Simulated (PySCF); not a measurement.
**One molecule, a ladder of functionals, a line**

Molecule: `[SiH3]C[Si@@H]([SiH3])P`, CH₁₁PSi₃.

Geometry:
| atom | x (Å) | y (Å) | z (Å) |
| --- | --- | --- | --- |
| Si1 | -2.060 | -1.054 | -0.008 |
| C2 | -1.019 | -0.384 | 1.410 |
| Si3 | 0.597 | 0.466 | 0.920 |
| Si4 | 1.941 | -0.947 | -0.387 |
| P5 | 0.329 | 2.379 | -0.272 |
| H6 | -2.545 | 0.058 | -0.881 |
| H7 | -1.240 | -1.984 | -0.846 |
| H8 | -3.246 | -1.801 | 0.512 |
| H9 | -1.627 | 0.325 | 1.998 |
| H10 | -0.768 | -1.225 | 2.081 |
| H11 | 1.351 | 0.851 | 2.156 |
| H12 | 1.412 | -1.021 | -1.785 |
| H13 | 3.342 | -0.428 | -0.436 |
| H14 | 1.957 | -2.331 | 0.185 |
| H15 | -0.721 | 2.881 | 0.559 |
| H16 | -0.571 | 1.781 | -1.207 |

GIAO shieldings (ppm, equivalent atoms averaged) in PySCF on the PBE0-D3(BJ)/def2-SVP geometry, basis pcSseg-1, gas phase, non-relativistic:

```csv
functional,exact exchange (%),σ(Si3),σ(Si1),σ(Si4)
BLYP,0,361.3,400.5,429.4
BP86,0,375.9,409.4,440.7
PBE,0,378.1,411.4,443.1
B3LYP,20,376.4,411.3,440.3
mPW1PW91,25,393.8,421.6,452.4
BHandHLYP,50,397.5,427.4,455.8
HF,100,433.6,456.2,483.1
```

Question: Fit each shielding as a line in the percentage of exact exchange.

Answer: σ(Si3) = 371.1 + 0.61 x (rms 6.4 ppm); σ(Si1) = 406.2 + 0.48 x (rms 4.0 ppm); σ(Si4) = 436.8 + 0.45 x (rms 5.0 ppm). The functionals also differ in their semilocal parts, which the line can't hold; Hartree–Fock has no correlation at all.

Question: What does the line predict for PBE0 (25 %), and what does the run give?

Answer: σ(Si3): 386.4 predicted, 395.9 computed; σ(Si1): 418.2 predicted, 424.1 computed; σ(Si4): 448.1 predicted, 455.5 computed ppm.
